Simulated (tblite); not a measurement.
Compound: C4H11N2PSi.
Numbering: `[CH2:1]=[N:2][Si@:3]([NH2:4])([PH2:5])[C:6](=[CH2:7])[CH3:8]` (hydrogens: H9, H10 on C1; H11, H12 on N4; H13, H14 on P5; H15, H16 on C7; H17, H18, H19 on C8)

The geometry is computed with GFN2-xTB (gas phase).

(1) What internal coordinates does the optimisation give?

Results:

(1) 
```json
{"bond": "C1=N2", "length (bohr)": "2.358", "order": "double"}
{"bond": "N2–Si3", "length (bohr)": "3.304", "order": "single"}
{"bond": "Si3–N4", "length (bohr)": "3.275", "order": "single"}
{"bond": "Si3–P5", "length (bohr)": "4.282", "order": "single"}
{"bond": "Si3–C6", "length (bohr)": "3.571", "order": "single"}
{"bond": "C6=C7", "length (bohr)": "2.501", "order": "double"}
{"bond": "C6–C8", "length (bohr)": "2.826", "order": "single"}
{"bond": "C1–H9", "length (bohr)": "2.053", "order": "single"}
{"bond": "C1–H10", "length (bohr)": "2.074", "order": "single"}
{"bond": "N4–H11, N4–H12", "length (bohr)": "1.905", "order": "single"}
{"bond": "P5–H13, P5–H14", "length (bohr)": "2.610", "order": "single"}
{"bond": "C7–H15", "length (bohr)": "2.033", "order": "single"}
{"bond": "C7–H16", "length (bohr)": "2.042", "order": "single"}
{"bond": "C8–H17, C8–H18, C8–H19", "length (bohr)": "2.059", "order": "single"}
```

Bonds in one row agree within 0.02 bohr and their mean is given. Orders are formal, as drawn. A selection of angles:
```json
{"angle": "N2–C1–H9", "degrees": "119.6"}
{"angle": "N2–C1–H10", "degrees": "124.1"}
{"angle": "H9–C1–H10", "degrees": "116.3"}
{"angle": "C1–N2–Si3", "degrees": "127.2"}
{"angle": "N2–Si3–N4", "degrees": "110.6"}
{"angle": "N2–Si3–P5", "degrees": "110.0"}
{"angle": "N2–Si3–C6", "degrees": "108.2"}
{"angle": "N4–Si3–P5", "degrees": "110.2"}
{"angle": "N4–Si3–C6", "degrees": "107.6"}
{"angle": "P5–Si3–C6", "degrees": "110.2"}
{"angle": "Si3–N4–H11", "degrees": "117.1"}
{"angle": "H11–N4–H12", "degrees": "109.5"}
{"angle": "Si3–P5–H13", "degrees": "93.8"}
{"angle": "Si3–P5–H14", "degrees": "94.7"}
{"angle": "H13–P5–H14", "degrees": "92.2"}
{"angle": "Si3–C6–C7", "degrees": "121.8"}
{"angle": "Si3–C6–C8", "degrees": "115.9"}
{"angle": "C7–C6–C8", "degrees": "122.4"}
{"angle": "C6–C7–H15", "degrees": "121.5"}
{"angle": "C6–C7–H16", "degrees": "122.0"}
{"angle": "H15–C7–H16", "degrees": "116.5"}
{"angle": "C6–C8–H17", "degrees": "111.7"}
{"angle": "C6–C8–H18", "degrees": "109.8"}
{"angle": "H17–C8–H18", "degrees": "109.0"}
{"angle": "H18–C8–H19", "degrees": "107.5"}
{"angle": "H12–N4–Si3", "degrees": "118.3"}
```

Dihedral angles: C1–N2–Si3–N4 130° (anticlinal); N2–Si3–C6–C7 -24° (synperiplanar).

N2 (C=N nitrogen) is bent (angle 127.2°). P5 (three-coordinate phosphorus) is pyramidal (angles 94.7°, 93.8° and 92.2°, sum 280.6°, 0.85 Å off the plane of its three neighbours). Of the pairs four or more bonds apart, P5···H10 is among the closest relative to their van der Waals radii: 2.95 Å, 98 % of the sum of Bondi's values. The C–C distances run from 1.323 Å (C6=C7, drawn double) to 1.495 Å (C6–C8, drawn single), a spread of 0.172 Å. Si3 (four-coordinate silicon) is tetrahedral (angles from 107.6° to 110.6°). N4 (silicon-bound nitrogen) is pyramidal (angles 118.3°, 117.1° and 109.5°, sum 345.0°, 0.27 Å off the plane of its three neighbours).

Point group: C1 (no symmetry element, even within 0.4 Å). Its GFN2-xTB frequencies are all real (lowest 19 cm⁻¹). One conformer, not necessarily the lowest (C1–N2–Si3–N4 130°, N2–Si3–N4–H 67° and -68°, N2–Si3–P5–H 67° and 160°, N2–Si3–C6–C7 -24°).
